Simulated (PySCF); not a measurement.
Q: What does the PBE0-D3(BJ)/def2-SVP structure of `CC#CCC(=O)C(F)(F)F` look like in three dimensions?

A: 
```xyz
15
C6H5F3O angstrom
C      2.7814    0.7887   -0.5357
C      1.5708    0.0035   -0.3692
C      0.5567   -0.6424   -0.2246
C     -0.6828   -1.3866   -0.0560
C     -1.9148   -0.5202    0.1242
O     -2.9409   -0.6957   -0.4659
C     -1.8232    0.6234    1.1633
F     -3.0301    0.9970    1.5516
F     -1.1372    0.2242    2.2368
F     -1.2048    1.6770    0.6368
H      3.0688    0.8569   -1.5964
H      2.6353    1.8133   -0.1596
H      3.6238    0.3438    0.0163
H     -0.8896   -2.0411   -0.9164
H     -0.6179   -2.0335    0.8393
```

Any rigid rotation of these coordinates is as good. Atoms count from 1 in this order. The 5 C–C bonds span 1.211 Å (C2≡C3, drawn triple) to 1.548 Å (C5–C7, drawn single), a spread of 0.337 Å. Of the pairs four or more bonds apart, C3···F10 is among the closest relative to their van der Waals radii: 3.04 Å, 96 % of the sum of Bondi's values.

Bonds between heavy atoms (Å): C1–C2 1.453, C2≡C3 1.211, C3–C4 1.456, C4–C5 1.517, C5=O6 1.197, C5–C7 1.548, C7–F8 1.322, C7–F9 1.335, C7–F10 1.330.

Method: PBE0-D3(BJ)/def2-SVP geometry optimisation, gas phase (PySCF).

Point group: C1 (no symmetry element, even within 0.4 Å). Stationary, but not proved a minimum. The numbers are those of one conformer (C3–C4–C5–O6 133°).
